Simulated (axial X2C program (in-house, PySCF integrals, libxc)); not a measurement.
Worked dissociation energy of HfCl: CCSD(T), 2c

All values were computed with an in-house all-electron X2C program for linear molecules (integrals from PySCF). Two-component (2c) means X2C with spin–orbit coupling and atomic mean-field two-electron Coulomb and Gaunt terms. Basis: Hf dyall-cv3z [13s14p9d7f4g], Cl dyall-av3z [9s8p3d2f] (cores contracted in-house); Gaussian nuclei, density fitting, unrestricted open shells. Masses: Hf 179.947 u, Cl 34.969 u.

Molecular state: Ω = 3/2 (⟨Sz⟩ = -0.52, ⟨Lz⟩ = 2.02 at HF).

Correlated methods: 11 electrons correlated (number of frozen shells: Hf 5 s, 4 p, 2 d, 1 f; Cl 2 s, 1 p), 315 virtual spin orbitals or spinors in MP2, 90 natural virtuals in coupled cluster.

- E(Hf) (2M_J = 4): -15071.470090 hartree
- E(Cl) (2M_J = 3): -461.022263 hartree
- E(HfCl) at Re: -15532.669523 hartree
- ωe: 364.0 cm⁻¹
- ωexe: 0.988 cm⁻¹

(1) Work out De and D0.

Occupations by symmetry block were frozen at the best pattern of an incomplete PBE0 search. Dissociation energies refer to the lowest single-determinant-based atoms at the same level and basis. Coupled cluster ran in a truncated set of natural virtual spinors; the MP2 energy of the rest was added. (T) has no such correction and the atoms are truncated less, which lowers De at CCSD(T) by a hundredth of an eV or more. PBE0 can misorder states that lie within some tenths of an eV, so this need not be the ground state of the molecule. The nearest other 2c determinant of the search, Ω = 5/2, lies 0.38 eV up at the distance of the search. The outer-core s and p shells of the metal are frozen in the correlated rows, which leaves out core–valence correlation; for alkali and alkaline-earth bonds that tends to lengthen them. The determinant is spin-polarised beyond a pure state at some levels (its spin-free form has ⟨S²⟩ too high), which makes Re and μ there less reliable. The T1 diagnostic is large, a sign of multireference character. With the outer-core shells frozen, correlated bond lengths of heavy atoms tend to come out a few hundredths of an ångström too long.

Each atomic determinant is the lowest at this level and need not be a pure J level. Totals compare only within one Hamiltonian and basis.

Answers

(1) De = -15071.470090 + (-461.022263) − (-15532.669523) = 0.17717 hartree = 4.821 eV. The zero-point energy is ωe/2 − ωexe/4 = 182 cm⁻¹ = 0.023 eV, so D0 = 4.799 eV.
